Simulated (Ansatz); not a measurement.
A short molecular-dynamics run on CH3ClFInO, SMILES `C[O][In]([F])[Cl]`.

```yaml
crystal:
  periodic: [false, false, false]
  atoms:
    - {symbol: C, position_ang: [-0.532272, -0.379153, 1.217436]}
    - {symbol: O, position_ang: [0.134123, 0.686478, 0.569258]}
    - {symbol: In, position_ang: [0.636138, 0.575038, -1.316882]}
    - {symbol: F, position_ang: [0.321051, -1.144495, -2.159218]}
    - {symbol: Cl, position_ang: [1.583977, 2.244214, -2.553708]}
    - {symbol: H, position_ang: [-0.296978, -0.318987, 2.284100]}
    - {symbol: H, position_ang: [-1.618612, -0.295192, 1.101482]}
    - {symbol: H, position_ang: [-0.227406, -1.367913, 0.857532]}
basis:
  gaussian: {orbitals: def2-SVP}
hamiltonian: {xc: {name: BLYP}, dispersion: d3bjatm}
md: {timestep: 0.5 fs, n_steps: 20, ensemble: nvt_langevin, temperature: 700, initial_velocities: maxwell_boltzmann, friction: 0.01, seed: 584}
```

```sh
$ ansatz run in.yaml --threads 4 --pin off --events-out ev --progress --plain --max-ram 10444MiB
```

```json
{"step": "0", "time (fs)": "0.0", "potential energy (eV)": "-23537.2560", "kinetic (eV)": "0.6334", "T (K)": "612", "conserved (eV)": "–"}
{"step": "1", "time (fs)": "0.5", "potential energy (eV)": "-23537.2502", "kinetic (eV)": "0.6292", "T (K)": "608", "conserved (eV)": "–"}
{"step": "2", "time (fs)": "1.0", "potential energy (eV)": "-23537.2384", "kinetic (eV)": "0.6106", "T (K)": "590", "conserved (eV)": "–"}
{"step": "3", "time (fs)": "1.5", "potential energy (eV)": "-23537.2246", "kinetic (eV)": "0.5633", "T (K)": "545", "conserved (eV)": "–"}
{"step": "4", "time (fs)": "2.0", "potential energy (eV)": "-23537.2099", "kinetic (eV)": "0.5256", "T (K)": "508", "conserved (eV)": "–"}
{"step": "5", "time (fs)": "2.5", "potential energy (eV)": "-23537.1936", "kinetic (eV)": "0.4876", "T (K)": "472", "conserved (eV)": "–"}
{"step": "6", "time (fs)": "3.0", "potential energy (eV)": "-23537.1776", "kinetic (eV)": "0.4629", "T (K)": "448", "conserved (eV)": "–"}
{"step": "7", "time (fs)": "3.5", "potential energy (eV)": "-23537.1613", "kinetic (eV)": "0.4948", "T (K)": "478", "conserved (eV)": "–"}
{"step": "8", "time (fs)": "4.0", "potential energy (eV)": "-23537.1428", "kinetic (eV)": "0.5074", "T (K)": "491", "conserved (eV)": "–"}
{"step": "9", "time (fs)": "4.5", "potential energy (eV)": "-23537.1237", "kinetic (eV)": "0.4754", "T (K)": "460", "conserved (eV)": "–"}
{"step": "10", "time (fs)": "5.0", "potential energy (eV)": "-23537.1044", "kinetic (eV)": "0.5259", "T (K)": "509", "conserved (eV)": "–"}
{"step": "11", "time (fs)": "5.5", "potential energy (eV)": "-23537.0860", "kinetic (eV)": "0.5078", "T (K)": "491", "conserved (eV)": "–"}
{"step": "12", "time (fs)": "6.0", "potential energy (eV)": "-23537.0736", "kinetic (eV)": "0.5004", "T (K)": "484", "conserved (eV)": "–"}
{"step": "13", "time (fs)": "6.5", "potential energy (eV)": "-23537.0657", "kinetic (eV)": "0.5051", "T (K)": "488", "conserved (eV)": "–"}
{"step": "14", "time (fs)": "7.0", "potential energy (eV)": "-23537.0614", "kinetic (eV)": "0.5011", "T (K)": "485", "conserved (eV)": "–"}
{"step": "15", "time (fs)": "7.5", "potential energy (eV)": "-23537.0628", "kinetic (eV)": "0.5061", "T (K)": "489", "conserved (eV)": "–"}
{"step": "16", "time (fs)": "8.0", "potential energy (eV)": "-23537.0700", "kinetic (eV)": "0.5206", "T (K)": "503", "conserved (eV)": "–"}
{"step": "17", "time (fs)": "8.5", "potential energy (eV)": "-23537.0830", "kinetic (eV)": "0.5181", "T (K)": "501", "conserved (eV)": "–"}
{"step": "18", "time (fs)": "9.0", "potential energy (eV)": "-23537.1018", "kinetic (eV)": "0.5363", "T (K)": "519", "conserved (eV)": "–"}
{"step": "19", "time (fs)": "9.5", "potential energy (eV)": "-23537.1264", "kinetic (eV)": "0.5384", "T (K)": "521", "conserved (eV)": "–"}
{"step": "20", "time (fs)": "10.0", "potential energy (eV)": "-23537.1534", "kinetic (eV)": "0.5705", "T (K)": "552", "conserved (eV)": "–"}
```

Velocities are drawn at the set temperature; a run this short doesn't reach equilibrium.

Frames (Å, forces in eV/Å):

```xyz
8
time=0.0 fs
C    -0.532   -0.379    1.217    0.041    0.044   -0.080
O     0.134    0.686    0.569    0.027    0.604    0.898
In    0.636    0.575   -1.317    0.033    0.050   -0.210
F     0.321   -1.144   -2.159   -0.156   -0.930   -0.468
Cl    1.584    2.244   -2.554    0.448    0.793   -0.565
H    -0.297   -0.319    2.284    0.093   -0.008    0.589
H    -1.619   -0.295    1.101   -0.605   -0.011   -0.011
H    -0.227   -1.368    0.858    0.120   -0.543   -0.152
8
time=0.5 fs
C    -0.531   -0.381    1.218    0.056    0.074   -0.292
O     0.135    0.689    0.571    0.078    0.519    0.858
In    0.635    0.574   -1.316    0.055    0.111   -0.199
F     0.319   -1.142   -2.163   -0.163   -0.950   -0.477
Cl    1.588    2.244   -2.554    0.429    0.758   -0.539
H    -0.308   -0.307    2.282    0.219   -0.116    0.734
H    -1.610   -0.281    1.107   -0.866    0.010   -0.049
H    -0.255   -1.376    0.842    0.192   -0.406   -0.037
8
time=1.0 fs
C    -0.530   -0.382    1.219    0.057    0.038   -0.462
O     0.134    0.692    0.573    0.127    0.434    0.804
In    0.635    0.573   -1.316    0.074    0.173   -0.180
F     0.317   -1.140   -2.167   -0.169   -0.969   -0.485
Cl    1.592    2.244   -2.554    0.410    0.722   -0.512
H    -0.319   -0.296    2.280    0.322   -0.223    0.820
H    -1.603   -0.268    1.112   -1.074    0.035   -0.082
H    -0.282   -1.386    0.827    0.252   -0.209    0.096
8
time=1.5 fs
C    -0.529   -0.383    1.219   -0.032   -0.032   -0.560
O     0.134    0.694    0.575    0.171    0.350    0.741
In    0.634    0.572   -1.316    0.090    0.231   -0.154
F     0.314   -1.138   -2.170   -0.175   -0.985   -0.491
Cl    1.596    2.245   -2.554    0.392    0.688   -0.487
H    -0.328   -0.285    2.282    0.400   -0.326    0.819
H    -1.599   -0.257    1.118   -1.155    0.053   -0.104
H    -0.309   -1.396    0.812    0.309    0.022    0.236
8
time=2.0 fs
C    -0.528   -0.384    1.220   -0.220   -0.089   -0.594
O     0.134    0.697    0.578    0.204    0.259    0.690
In    0.633    0.571   -1.316    0.107    0.282   -0.137
F     0.312   -1.136   -2.173   -0.180   -0.997   -0.496
Cl    1.600    2.245   -2.554    0.374    0.655   -0.462
H    -0.336   -0.276    2.285    0.452   -0.427    0.737
H    -1.600   -0.246    1.124   -1.101    0.055   -0.111
H    -0.334   -1.406    0.799    0.365    0.261    0.373
8
time=2.5 fs
C    -0.528   -0.385    1.220   -0.465   -0.115   -0.580
O     0.134    0.700    0.580    0.226    0.166    0.654
In    0.632    0.570   -1.315    0.126    0.326   -0.138
F     0.310   -1.135   -2.177   -0.183   -0.998   -0.496
Cl    1.603    2.245   -2.553    0.354    0.619   -0.435
H    -0.342   -0.266    2.289    0.479   -0.525    0.600
H    -1.603   -0.236    1.129   -0.956    0.037   -0.106
H    -0.358   -1.416    0.788    0.418    0.490    0.501
8
time=3.0 fs
C    -0.527   -0.386    1.220   -0.753   -0.114   -0.516
O     0.134    0.702    0.582    0.243    0.079    0.626
In    0.631    0.569   -1.315    0.144    0.357   -0.145
F     0.308   -1.134   -2.180   -0.184   -0.986   -0.490
Cl    1.607    2.246   -2.553    0.333    0.582   -0.408
H    -0.348   -0.260    2.295    0.499   -0.606    0.429
H    -1.608   -0.225    1.135   -0.751    0.005   -0.100
H    -0.379   -1.425    0.777    0.468    0.683    0.604
8
time=3.5 fs
C    -0.526   -0.387    1.220   -1.113   -0.062   -0.399
O     0.134    0.704    0.584    0.263   -0.003    0.589
In    0.629    0.567   -1.314    0.157    0.379   -0.147
F     0.306   -1.134   -2.184   -0.182   -0.966   -0.480
Cl    1.611    2.246   -2.552    0.313    0.547   -0.381
H    -0.354   -0.257    2.302    0.519   -0.673    0.244
H    -1.615   -0.215    1.142   -0.479   -0.043   -0.097
H    -0.400   -1.432    0.770    0.523    0.821    0.670
8
time=4.0 fs
C    -0.525   -0.388    1.220   -1.517    0.043   -0.269
O     0.133    0.706    0.587    0.288   -0.089    0.543
In    0.628    0.566   -1.314    0.166    0.392   -0.143
F     0.303   -1.134   -2.188   -0.180   -0.939   -0.466
Cl    1.615    2.246   -2.552    0.294    0.515   -0.357
H    -0.359   -0.256    2.308    0.535   -0.727    0.077
H    -1.624   -0.204    1.149   -0.172   -0.107   -0.088
H    -0.421   -1.437    0.764    0.585    0.911    0.703
8
time=4.5 fs
C    -0.525   -0.390    1.221   -1.905    0.195   -0.131
O     0.132    0.708    0.590    0.295   -0.190    0.510
In    0.627    0.565   -1.314    0.174    0.398   -0.144
F     0.301   -1.134   -2.193   -0.176   -0.905   -0.448
Cl    1.618    2.246   -2.551    0.276    0.483   -0.333
H    -0.363   -0.257    2.314    0.547   -0.765   -0.072
H    -1.634   -0.194    1.156    0.137   -0.168   -0.083
H    -0.441   -1.441    0.761    0.652    0.953    0.701
8
time=5.0 fs
C    -0.525   -0.391    1.221   -2.269    0.416    0.030
O     0.132    0.711    0.593    0.280   -0.312    0.495
In    0.625    0.563   -1.313    0.185    0.406   -0.152
F     0.299   -1.134   -2.197   -0.173   -0.872   -0.431
Cl    1.621    2.246   -2.550    0.256    0.450   -0.308
H    -0.367   -0.259    2.319    0.556   -0.791   -0.211
H    -1.646   -0.185    1.164    0.443   -0.225   -0.081
H    -0.461   -1.442    0.761    0.723    0.928    0.658
8
time=5.5 fs
C    -0.525   -0.394    1.221   -2.578    0.713    0.219
O     0.132    0.715    0.596    0.257   -0.439    0.483
In    0.623    0.562   -1.312    0.196    0.419   -0.154
F     0.297   -1.134   -2.202   -0.170   -0.844   -0.416
Cl    1.624    2.246   -2.550    0.236    0.416   -0.284
H    -0.371   -0.262    2.324    0.560   -0.806   -0.343
H    -1.657   -0.177    1.170    0.708   -0.279   -0.081
H    -0.479   -1.440    0.763    0.790    0.822    0.575
8
time=6.0 fs
C    -0.526   -0.396    1.221   -2.800    1.054    0.438
O     0.132    0.718    0.599    0.239   -0.555    0.464
In    0.621    0.560   -1.312    0.206    0.433   -0.149
F     0.294   -1.134   -2.206   -0.168   -0.818   -0.402
Cl    1.627    2.246   -2.550    0.217    0.384   -0.260
H    -0.374   -0.269    2.328    0.564   -0.802   -0.448
H    -1.666   -0.169    1.176    0.896   -0.325   -0.086
H    -0.495   -1.435    0.768    0.847    0.628    0.443
8
time=6.5 fs
C    -0.528   -0.397    1.221   -2.955    1.394    0.672
O     0.132    0.720    0.602    0.228   -0.653    0.436
In    0.620    0.559   -1.312    0.215    0.444   -0.141
F     0.292   -1.134   -2.211   -0.166   -0.789   -0.386
Cl    1.631    2.246   -2.549    0.198    0.352   -0.237
H    -0.378   -0.277    2.332    0.568   -0.777   -0.528
H    -1.673   -0.161    1.182    1.018   -0.356   -0.093
H    -0.509   -1.428    0.774    0.895    0.384    0.278
8
time=7.0 fs
C    -0.531   -0.398    1.220   -3.039    1.709    0.902
O     0.132    0.723    0.606    0.221   -0.738    0.400
In    0.618    0.558   -1.311    0.223    0.457   -0.131
F     0.290   -1.133   -2.216   -0.163   -0.760   -0.372
Cl    1.634    2.246   -2.548    0.178    0.320   -0.214
H    -0.380   -0.288    2.334    0.574   -0.738   -0.579
H    -1.677   -0.153    1.188    1.077   -0.378   -0.108
H    -0.522   -1.422    0.782    0.929    0.128    0.100
8
time=7.5 fs
C    -0.534   -0.398    1.220   -3.041    1.979    1.122
O     0.132    0.725    0.609    0.214   -0.806    0.358
In    0.616    0.556   -1.311    0.230    0.471   -0.121
F     0.287   -1.133   -2.220   -0.160   -0.734   -0.358
Cl    1.637    2.246   -2.548    0.159    0.288   -0.190
H    -0.381   -0.299    2.335    0.577   -0.693   -0.609
H    -1.679   -0.146    1.195    1.074   -0.387   -0.129
H    -0.533   -1.415    0.789    0.946   -0.119   -0.072
8
time=8.0 fs
C    -0.539   -0.398    1.219   -2.968    2.196    1.327
O     0.131    0.728    0.612    0.207   -0.855    0.306
In    0.614    0.555   -1.311    0.237    0.488   -0.109
F     0.285   -1.133   -2.225   -0.157   -0.709   -0.344
Cl    1.641    2.246   -2.547    0.140    0.257   -0.167
H    -0.379   -0.311    2.335    0.565   -0.650   -0.643
H    -1.679   -0.139    1.202    1.027   -0.383   -0.146
H    -0.542   -1.408    0.793    0.949   -0.343   -0.225
8
time=8.5 fs
C    -0.543   -0.397    1.218   -2.836    2.385    1.489
O     0.131    0.730    0.615    0.203   -0.889    0.253
In    0.612    0.553   -1.310    0.245    0.501   -0.099
F     0.282   -1.133   -2.230   -0.153   -0.679   -0.328
Cl    1.644    2.246   -2.547    0.120    0.224   -0.144
H    -0.375   -0.325    2.333    0.547   -0.597   -0.640
H    -1.677   -0.133    1.208    0.927   -0.367   -0.152
H    -0.549   -1.401    0.796    0.946   -0.578   -0.380
8
time=9.0 fs
C    -0.548   -0.396    1.217   -2.636    2.534    1.612
O     0.130    0.732    0.619    0.208   -0.905    0.195
In    0.610    0.552   -1.310    0.249    0.504   -0.090
F     0.280   -1.134   -2.234   -0.148   -0.641   -0.307
Cl    1.647    2.246   -2.546    0.102    0.194   -0.122
H    -0.370   -0.340    2.331    0.522   -0.533   -0.608
H    -1.673   -0.127    1.212    0.768   -0.337   -0.143
H    -0.554   -1.393    0.800    0.935   -0.816   -0.537
8
time=9.5 fs
C    -0.553   -0.394    1.216   -2.338    2.565    1.696
O     0.130    0.733    0.623    0.224   -0.893    0.118
In    0.609    0.551   -1.310    0.248    0.498   -0.077
F     0.277   -1.135   -2.239   -0.141   -0.596   -0.282
Cl    1.651    2.246   -2.546    0.085    0.166   -0.102
H    -0.362   -0.356    2.327    0.489   -0.467   -0.559
H    -1.665   -0.124    1.214    0.514   -0.276   -0.129
H    -0.556   -1.386    0.802    0.920   -0.997   -0.665
8
time=10.0 fs
C    -0.559   -0.392    1.216   -1.939    2.457    1.702
O     0.129    0.734    0.626    0.237   -0.862    0.032
In    0.607    0.550   -1.310    0.245    0.491   -0.063
F     0.274   -1.136   -2.243   -0.134   -0.549   -0.255
Cl    1.655    2.246   -2.546    0.068    0.137   -0.082
H    -0.354   -0.370    2.321    0.459   -0.403   -0.468
H    -1.656   -0.125    1.216    0.158   -0.172   -0.113
H    -0.557   -1.381    0.803    0.906   -1.100   -0.754
```

It took 21 s on 4 threads of an Arm Neoverse V1 on a shared host, with 0.42 GiB of host memory at the peak.
